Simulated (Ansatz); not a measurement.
**What each rung costs, and what it gives**

Saddle point of TiSi2NH8Cl3O, singlet (TiSi₂NH₆Cl₃ ([SiH3][N]([SiH3])[Ti]([Cl])([Cl])[Cl]) + H₂O → TiSi₂NH₇Cl₂O ([OH][Ti]([Cl])([Cl])[N]([SiH3])[SiH3]) + HCl; bonds formed: Cl2–H8; dative contacts that become bonds: Ti1–O9; bonds broken: Ti1–Cl2, H8–O9), PBE0-D4/def2-TZVP structure:

```xyz
16
angstrom
Ti -0.8412 -0.7767 -0.7205
Cl 1.6857 -2.0032 -1.0394
Cl -0.8468 -0.3427 -2.8681
Cl -2.9665 -0.5339 -0.1850
N 0.0109 0.5994 0.1472
Si 1.0133 0.3446 1.5700
Si -0.0843 2.2347 -0.5057
H 0.5340 -2.6765 -0.4261
O -0.6752 -2.5416 -0.0027
H 0.5179 1.2304 2.6544
H 0.8936 -1.0704 1.9879
H 2.4228 0.6884 1.2597
H 0.1980 3.1670 0.6178
H 0.9306 2.4175 -1.5705
H -1.4436 2.4772 -1.0399
H -1.3490 -3.2145 0.1210
```

Barriers are electronic and count from the start structure reached by relaxing down the imaginary mode.

Ansatz 0.2.0; basis: as named in each row; cores frozen in the correlated methods. B3LYP uses VWN-RPA correlation. Extrapolation: Hartree–Fock as exp(−7.88 √X), correlation as X^−2.97.

Times are rough, for one single point on 4 threads of a shared host (AMD EPYC 7R13), with one NVIDIA H100 (or a share of it) where marked.

The estimate by CCSD(T) at an estimated basis limit (MP2 extrapolated from triple and quadruple zeta, plus CCSD(T) − MP2 in triple zeta) is 93.6 kJ/mol.

```json
{"method": "HF", "basis": "STO-3G", "time (s)": "1", "barrier (kJ/mol)": "147.0", "method less estimate": "53.4"}
{"method": "PBE-D4", "basis": "STO-3G", "time (s)": "2", "barrier (kJ/mol)": "51.4", "method less estimate": "-42.2"}
{"method": "SPW92", "basis": "def2-SVP", "time (s)": "2", "barrier (kJ/mol)": "57.2", "method less estimate": "-36.4"}
{"method": "SPW92", "basis": "def2-TZVPP", "time (s)": "4 (H100)", "barrier (kJ/mol)": "62.1", "method less estimate": "-31.5"}
{"method": "BLYP-D4", "basis": "def2-TZVPP", "time (s)": "4 (H100)", "barrier (kJ/mol)": "74.9", "method less estimate": "-18.7"}
{"method": "PBE-D4", "basis": "def2-TZVPP", "time (s)": "4 (H100)", "barrier (kJ/mol)": "71.7", "method less estimate": "-21.9"}
{"method": "PBE0-D4", "basis": "def2-TZVPP", "time (s)": "4 (H100)", "barrier (kJ/mol)": "83.8", "method less estimate": "-9.8"}
{"method": "PBE-D4", "basis": "def2-SVP", "time (s)": "4", "barrier (kJ/mol)": "67.0", "method less estimate": "-26.6"}
{"method": "r2SCAN-D4", "basis": "def2-TZVPP", "time (s)": "4 (H100)", "barrier (kJ/mol)": "80.9", "method less estimate": "-12.7"}
{"method": "B3LYP-D4", "basis": "6-31G", "time (s)": "4", "barrier (kJ/mol)": "76.3", "method less estimate": "-17.3"}
{"method": "BHLYP-D4", "basis": "def2-TZVPP", "time (s)": "4 (H100)", "barrier (kJ/mol)": "98.3", "method less estimate": "4.7"}
{"method": "B3LYP-D4", "basis": "def2-TZVPP", "time (s)": "5 (H100)", "barrier (kJ/mol)": "83.9", "method less estimate": "-9.7"}
{"method": "r2SCAN0-D4", "basis": "def2-TZVPP", "time (s)": "6 (H100)", "barrier (kJ/mol)": "89.4", "method less estimate": "-4.2"}
{"method": "CAM-B3LYP-D4", "basis": "def2-TZVPP", "time (s)": "6 (H100)", "barrier (kJ/mol)": "85.2", "method less estimate": "-8.4"}
{"method": "PBE0-D4", "basis": "def2-SVP", "time (s)": "6", "barrier (kJ/mol)": "80.7", "method less estimate": "-12.9"}
{"method": "RPA on PBE", "basis": "def2-TZVPP", "time (s)": "6 (H100)", "barrier (kJ/mol)": "90.6", "method less estimate": "-3.0"}
{"method": "PBE-QIDH", "basis": "def2-TZVPP", "time (s)": "8 (H100)", "barrier (kJ/mol)": "93.8", "method less estimate": "0.2"}
{"method": "CCSD(T)", "basis": "def2-SVP", "time (s)": "8 (H100)", "barrier (kJ/mol)": "95.7", "method less estimate": "2.1"}
{"method": "B97M-V", "basis": "def2-TZVPP", "time (s)": "8 (H100)", "barrier (kJ/mol)": "97.1", "method less estimate": "3.5"}
{"method": "wB97X-V", "basis": "def2-TZVPP", "time (s)": "10 (H100)", "barrier (kJ/mol)": "89.7", "method less estimate": "-3.8"}
{"method": "wB97M-V", "basis": "def2-TZVPP", "time (s)": "10 (H100)", "barrier (kJ/mol)": "92.6", "method less estimate": "-1.0"}
{"method": "B2PLYP", "basis": "def2-TZVPP", "time (s)": "10 (H100)", "barrier (kJ/mol)": "89.8", "method less estimate": "-3.8"}
{"method": "MP2", "basis": "def2-QZVPP", "time (s)": "10 (H100)", "barrier (kJ/mol)": "93.2", "method less estimate": "-0.4"}
{"method": "wB97M-V", "basis": "def2-SVP", "time (s)": "19", "barrier (kJ/mol)": "89.7", "method less estimate": "-3.9"}
{"method": "CCSD(T)", "basis": "def2-TZVPP", "time (s)": "66 (H100)", "barrier (kJ/mol)": "94.0", "method less estimate": "0.4"}
```

All methods are single points on the PBE0-D4 structures.

No T1 diagnostic of these runs exceeds 0.023.

The step is the kind of ligand exchange by which a precursor binds to a hydroxyl group, or is hydrolysed, in atomic layer deposition of oxides. Here a small cluster stands in for the surface site.

Labels in which every atom is bracketed show which atoms are joined, not bond orders.
